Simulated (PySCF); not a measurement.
Delta-SCF ions had no search for a lower state. Excitations are Tamm–Dancoff values on a coarser integration grid. The basis has no diffuse functions, so Rydberg states are missing or too high.

# C₉H₉NSSi, SMILES `[SiH3]c1ccc(S)c2ncccc12` (C–C–S–H torsion 180°) (charge 0, multiplicity 1)

These are PBE-D3(BJ)/def2-TZVP // PBE-D3(BJ)/def2-SVP (PySCF) values and carry that method's errors.

```
Quantity                                                                      Value
-------------------------------------------  --------------------------------------
HOMO                                                                       -5.29 eV
dipole moment                                                                1.91 D
HOMO–LUMO gap                                                               2.46 eV
LUMO                                                                       -2.83 eV
S1 excitation (TDA)                                                         2.91 eV
S1 oscillator strength                                                        0.073
brightest of the four lowest singlets (TDA)                                 2.91 eV
T1 excitation (TDA)                                                         2.25 eV
S1–T1 gap (TDA)                                                             0.67 eV
vertical ionisation energy (Delta-SCF)                                      7.58 eV
total energy                                                          -1090.1788 Ha
cost                                         about 19 core-minutes (a rough figure)
```

```xyz
21

Si    -2.5998    -1.5538     0.1229
C     -1.3554    -0.1389     0.1628
C     -1.7946     1.1649     0.4139
C     -0.9153     2.2723     0.4579
C      0.4546     2.1081     0.2486
S      1.5797     3.4537     0.2945
C      0.9632     0.7793    -0.0156
N      2.3001     0.6365    -0.2173
C      2.7990    -0.5665    -0.4616
C      1.9961    -1.7342    -0.5249
C      0.6299    -1.6112    -0.3221
C      0.0510    -0.3363    -0.0564
H     -2.6140    -2.2511    -1.2136
H     -3.9631    -0.9806     0.3914
H     -2.2928    -2.6007     1.1632
H     -2.8667     1.3522     0.5864
H     -1.3175     3.2762     0.6600
H      2.6154     2.5743     0.0251
H      3.8903    -0.6311    -0.6187
H      2.4572    -2.7112    -0.7309
H     -0.0173    -2.5019    -0.3657
```
Charge 0, spin multiplicity 1.
